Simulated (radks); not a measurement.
Q: All-electron atom: Eu+ in [Xe] 4f7.25 6s0.75 (fractional occupations, a model configuration). All-electron calculation, Dirac Kohn-Sham, BLYP, spin-unpolarised, spherical densities, finite nucleus; open shells fill j = l - 1/2 first; Fermi nuclear charge, rms radius 5.1115 fm. Program: a radial shooting solver on a logarithmic mesh with Libxc functionals. Some entries of the table are withheld. Estimate them.

| orbital | occ. | eigenvalue (eV) | <r^2> (bohr^2) |
|---|---|---|---|
| 1s1/2 | 2 | -48323.09 | 0.0006793 |
| 2s1/2 | 2 | -7934.750 | 0.01062 |
| 2p1/2 | 2 | -7528.979 | 0.007723 |
| 2p3/2 | 4 | -6880.697 | 0.008961 |
| 3s1/2 | 2 | -1748.515 | 0.07109 |
| 3p1/2 | 2 | -1573.085 | 0.06632 |
| 3p3/2 | 4 | -1440.957 | 0.07346 |
| 3d3/2 | 4 | (1) | 0.05886 |
| 3d5/2 | 6 | (2) | 0.06086 |
| 4s1/2 | 2 | -349.9793 | 0.3621 |
| 4p1/2 | 2 | -282.2274 | 0.3822 |
| 4p3/2 | 4 | -253.0733 | 0.4219 |
| 4d3/2 | 4 | -141.5150 | 0.4893 |
| 4d5/2 | 6 | -136.2920 | 0.5052 |
| 5s1/2 | 2 | -49.2750 | 2.169 |
| 5p1/2 | 2 | (3) | 2.817 |
| 5p3/2 | 4 | (4) | 3.198 |
| 6s1/2 | 0.75 | -8.2131 | 17.19 |
| 4f5/2 | 6 | -7.2269 | 1.394 |
| 4f7/2 | 1.25 | -6.6278 | 1.483 |
| 5d3/2 | 0 | -6.5944 | 10.25 |
| 5d5/2 | 0 | -6.3837 | 10.80 |
| 6p1/2 | 0 | -5.3289 | 26.87 |
| 6p3/2 | 0 | -5.0031 | 29.65 |

A: 
(1) 3d3/2 eigenvalue (eV): -1137.011
(2) 3d5/2 eigenvalue (eV): -1108.255
(3) 5p1/2 eigenvalue (eV): -31.2578
(4) 5p3/2 eigenvalue (eV): -27.5182
